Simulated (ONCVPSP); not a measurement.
# What one change does to a pseudopotential (Sb (Z = 51), ONCV)

- Element: Sb (Z = 51)
- Generator: ONCVPSP 4.0.1
- Type: optimised norm-conserving Vanderbilt (ONCV)
- Functional: PBE
- Relativity: non-relativistic
- Frozen core: [Ar] 3d10
- Valence charge: 23
- Reference configuration: 4s2 4p6 4d10 5s2 (charge +3)
- Partial waves: 4s+5s: rc 1.40 bohr, ncon 4, nbas 8, qcut 9.3 1/bohr, 2 projectors; 4p: rc 1.25 bohr, ncon 4, nbas 9, qcut 13.8 1/bohr, 3 projectors, debl 3.2 Ha; 4d: rc 1.30 bohr, ncon 4, nbas 8, qcut 11.4 1/bohr, 2 projectors, debl 2.9 Ha
- Local potential: polynomial inside 0.95 bohr (lpopt 4, dvloc0 0 Ha)
- Core correction: none

In the p channel the program set the typed energies aside and used -4.727, 0.250, 3.450 Ha.

Change: s: qcut 8.4; p: qcut 12.5; d: qcut 10.4.

Cutoffs: the cutoffs (Ha) at which the residual kinetic energy of the hardest occupied pseudo-wave falls to 1 and 0.1 mHa per electron; they do not see the model core or the augmentation charge, which bear on the density cutoff. Errors are all-electron minus pseudo energies relative to the spin-unpolarised reference configuration.

Question: Predict the effect on cutoff, ghosts and configuration errors.

Answer: The potential gets softer (54 Ha and 65 Ha → 48 Ha and 58 Ha); of the 4 tests that both files solve, the error grows in 1 and shrinks in 0 by more than 15 % and 0.3 meV (median size 0.5 → 0.5 meV); neither file shows a bound ghost.

```tsv
quantity	base	changed
cutoff, loose	54 Ha	48 Ha
cutoff, tight	65 Ha	58 Ha
loose cutoff by channel	s 31 Ha, p 54 Ha, d 47 Ha	s 28 Ha, p 48 Ha, d 43 Ha
bound ghosts	none	none
GHOST(+) flags under 300 eV	s at 299.6 eV	s at 283.3 eV
error for 4s2 4p6 4d10 5s2 5p3, meV [ΔE -48.66 eV]	+0.6	+0.6
error for 4s2 4p6 4d10 5s2 5p2, meV [ΔE -40.29 eV]	+0.3	+0.3
error for 4s2 4p6 4d10 5s2 5p1, meV [ΔE -24.32 eV]	+0.1	+0.1
error for 4s2 4p6 4d9 5s2 5p3, meV [ΔE -6.10 eV]	+7.6	+10
s: phases at 1.42 bohr within 0.05 rad from the reference energy up to (Ha; the scan ends near 5)	to the end of the scan	to the end of the scan
p: phases at 1.27 bohr within 0.05 rad from the reference energy up to (Ha; the scan ends near 5)	to the end of the scan	to the end of the scan
d: phases at 1.32 bohr within 0.05 rad from the reference energy up to (Ha; the scan ends near 5)	to the end of the scan	to the end of the scan
```
